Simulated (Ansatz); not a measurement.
Input file for `O[Si](O)(Cl)C[SiH2]Cl`:

```yaml
crystal:
  periodic: [false, false, false]
  atoms:
    - {symbol: O, position_ang: [0.077486, 0.212060, -2.617236]}
    - {symbol: Si, position_ang: [-0.127109, -0.391983, -1.123332]}
    - {symbol: O, position_ang: [0.811709, -1.713696, -0.975228]}
    - {symbol: Cl, position_ang: [-2.096982, -0.941858, -0.842371]}
    - {symbol: C, position_ang: [0.275565, 0.939787, 0.094813]}
    - {symbol: Si, position_ang: [-0.161484, 0.596199, 1.868492]}
    - {symbol: Cl, position_ang: [0.455651, -1.315703, 2.384846]}
    - {symbol: H, position_ang: [-0.025514, -0.382468, -3.362567]}
    - {symbol: H, position_ang: [0.778012, -2.176236, -0.133341]}
    - {symbol: H, position_ang: [-0.256849, 1.851874, -0.200513]}
    - {symbol: H, position_ang: [1.348597, 1.146410, 0.019876]}
    - {symbol: H, position_ang: [-1.621339, 0.656987, 2.096514]}
    - {symbol: H, position_ang: [0.542267, 1.518635, 2.790037]}
basis:
  gaussian: {orbitals: def2-TZVPP}
correlation: {method: ccsd_t}
```

```sh
$ ansatz run in.yaml --threads 2 --pin off --events-out ev --progress --plain --max-ram 22528MiB --backend cuda --devices 0, --max-vram 18GiB
```

Output of Ansatz, abridged:

```
Functional definition: HF
2041 factors; integrals over basis functions are off by at most 1.2e-3 eV
mean field evaluation 1: about -45936.0917 eV, gradient 5.3e1 eV
mean field evaluation 2: about -45936.4996 eV, gradient 5.3e1 eV
mean field evaluation 4: about -45941.9544 eV, gradient 4.3e0 eV
mean field evaluation 8: about -45942.0378 eV, gradient 2.6e-1 eV
mean field -45942.03809027 eV, -1688.3387591855 hartree, gradient 3.1e-6 eV, S^2 0.000000; 0 other end points of the search recorded, 0 dependent functions left out
23 core orbitals not correlated: weight in the atoms' cores, before any rotation towards them, 1.000 or more for the frozen orbitals, at most 0.000 for the correlated occupied ones
reference -45942.03809027 eV, -1688.3387591855 hartree; 22, 22 occupied and 300, 300 virtual orbitals, 2041 factors
second order -34.52852626 eV of doubles, -0.00000000 eV of singles
cycle   1  -35.33521792 eV  change   -8.1e-1 eV  update   1.1e-1
cycle   2  -36.08211698 eV  change   -7.5e-1 eV  update   3.2e-2
cycle   3  -36.23313942 eV  change   -1.5e-1 eV  update   1.5e-2
cycle   4  -36.21715381 eV  change    1.6e-2 eV  update   3.2e-3
cycle   5  -36.21567862 eV  change    1.5e-3 eV  update   1.3e-3
cycle   6  -36.21612978 eV  change   -4.5e-4 eV  update   3.5e-4
cycle   7  -36.21590950 eV  change    2.2e-4 eV  update   1.3e-4
cycle   8  -36.21587070 eV  change    3.9e-5 eV  update   3.5e-5
perturbative correction -1.43700565 eV, -0.0528089835 hartree
Total energy: -45979.69096661 eV, -1689.7224768691 hartree
```

It took 25 s on 2 threads of an AMD EPYC 7R13 on a shared host and a share of an NVIDIA H100 80 GB, with 0.88 GiB of host memory at the peak.

Correlation energy per correlated electron: -0.856 eV. T1 diagnostic: 0.0104.
